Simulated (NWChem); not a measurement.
**Total energies of germylsilane (H6GeSi)**

```xyz
8

Si     0.0617     1.6043     0.0000
Ge    -0.0299    -0.7770     0.0000
H      0.7827     2.0914     1.2154
H      0.7827     2.0914    -1.2154
H     -1.3209     2.1722     0.0000
H     -0.7716    -1.2892     1.2495
H     -0.7716    -1.2892    -1.2495
H      1.3910    -1.3725     0.0000
```
Charge 0, spin multiplicity 1.

Everything below was run with NWChem. Structure: optimised with PBE0/def2-SVP, a minimum by its harmonic frequencies.

Basis set: 6-31G* (62 functions).

```tsv
method	total energy (Ha)
RHF	-2367.46397
MP2	-2367.79217
B2PLYP	-2369.25047
PBE	-2369.29547
B3LYP	-2369.85182
LDA (SVWN5)	-2365.40377
CCSD(T)	-2367.82715
```

Total energies of different functionals aren't comparable as a measure of quality: only differences taken within one method are. 

The Hamiltonian is non-relativistic. The correlated methods keep 14 core orbitals frozen. B3LYP has NWChem's definition, with VWN1-RPA local correlation. The Pople sets run with spherical d functions. Coupled-cluster values serve here as a point of comparison, not as the truth.
